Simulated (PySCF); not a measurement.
An unknown is described by computed data only.

Formula: C4H12O2Si.

* 13C NMR: chemical shifts (computed TMS as zero) by class: 53.0 (2 C), -4.9 (2 C) ppm [GIAO B97-2/pcSseg-2]
* Rotational structure: rotational constants A, B, C: 2.434, 1.686, 1.462 GHz [PBE0-D3(BJ)/def2-TZVP]
* Dipole: 1.57 D [B97-2/pcSseg-2]
* 1H NMR: chemical shifts (computed TMS as zero) by class: 3.55 (6 H), 0.04 (6 H) ppm [GIAO B97-2/pcSseg-2]
* NMR, other nuclei: isotropic shieldings of nuclei other than C and H, by class: 301 (2 O), 350 (1 Si) ppm [GIAO B97-2/pcSseg-2]

Gas-phase values; electronic properties from PySCF, density fitting. Levels stand in brackets. Geometry: PBE0-D3(BJ)/def2-TZVP, one conformer, isolated molecule. Each NMR value is the plain mean over a class of atoms that symmetry, rotation or inversion makes alike.

Task: Propose a structure and show how it fits.

Result: Numbering: `[CH3:1][O:2][Si:3]([CH3:4])([CH3:5])[O:6][CH3:7]`. Its formula, C4H12O2Si, gives 0 degrees of unsaturation, so no ring and no π bond. 4 carbons fall into 2 classes; from least to most shielded: methoxy carbon [C1/C7] (53.0 ppm, 2 C), Si-methyl carbon [C4/C5] (-4.9 ppm, 2 C, up to 2.3 ppm apart in this geometry). Hydrogen classes from least to most shielded: 6 H on 2 methoxy carbons, C1/C7 (3.55 ppm), 6 H on 2 Si-methyl carbons, C4/C5 (0.04 ppm). The other shieldings belong to: 301 ppm, silyl ether oxygen [O2/O6]; 350 ppm, oxygen-bound silicon [Si3]. The optimised geometry has point group C1 and is an asymmetric top. Structure: `CO[Si](C)(C)OC`. The assignments are read from this structure; whether some other isomer fits the data as well wasn't checked.

Conformer computed: `[CH3:1][O:2][Si:3]([CH3:4])([CH3:5])[O:6][CH3:7]`: C1–O2–Si3–C4 175°, O2–Si3–O6–C7 -171°.
